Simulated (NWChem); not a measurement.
System: BPH4O2; SMILES PB(O)O

```xyz
8

B     -0.0012     0.4993     0.0000
O     -0.0194     1.1318    -1.2058
H     -0.0559     2.0937    -1.1663
O     -0.0194     1.1318     1.2058
H     -0.0559     2.0937     1.1663
P     -0.0851    -1.4356     0.0000
H      0.8530    -1.6294     1.0548
H      0.8530    -1.6294    -1.0548
```
Atoms are numbered in this order, from 1.

Computed with NWChem. All runs use the structure optimised with PBE0/def2-SVP.

Task: Taking Hartree-Fock/def2-TZVPP as the yardstick, which of these has the fewest basis functions while keeping “dipole (D)” within 0.2 D of it: Hartree-Fock/def2-SVP; Hartree-Fock/def2-TZVP; Hartree-Fock/def2-SVPD?

Result: Hartree-Fock/def2-SVPD.
| level | basis functions | dipole (D) |
|---|---|---|
| Hartree-Fock/def2-SVP | 80 | 3.86 |
| Hartree-Fock/def2-SVPD | 122 | 3.51 |
| Hartree-Fock/def2-TZVP | 154 | 3.54 |
| Hartree-Fock/def2-TZVPP | 191 | 3.49 |

The yardstick is one finite set, not the basis-set limit.
